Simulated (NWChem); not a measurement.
**Atomisation of BeCl2**

```xyz
3

Be     0.0000     0.0000     0.0000
Cl     0.0000     0.0000     1.8144
Cl     0.0000     0.0000    -1.8144
```
Charge 0, spin multiplicity 1.

Program: NWChem. The geometry was optimised at PBE/def2-SVP, a minimum by its harmonic frequencies.

Basis set: def2-TZVP. The atomisation energy is electronic alone: no zero-point, thermal, spin-orbit or counterpoise terms. No value is extrapolated to the basis-set limit. Free atoms are single determinants with multiplicities Be 1, Cl 2. Correlated methods freeze the same cores in atoms and molecule, 11 orbitals in all.

The cost column gives rough processor time relative to HF; each entry includes its own SCF. Costs are the molecule's.

B3LYP has NWChem's definition, with VWN1-RPA local correlation. The structure started from a generated list of species. No SCF solution was tested for a lower state. Open-shell Hartree-Fock references start from PBE0 orbitals; any time given for them includes that run. Coupled-cluster values serve here as a point of comparison, not as the truth.

```csv
method,atomisation energy (kcal/mol),relative cost
CCSD(T),___,20
M06-2X,225.8,under 3
HF,182.7,1
PBE0,224.2,under 3
r2SCAN,___,under 3
MP2,224.2,under 3
PBE,226.7,under 3
B3LYP,219.3,under 3
BP86,223.9,under 3
```

**Question.** Complete the blanks.

**Answer.** 
- CCSD(T), atomisation energy (kcal/mol): 207.6
- r2SCAN, atomisation energy (kcal/mol): 229.8
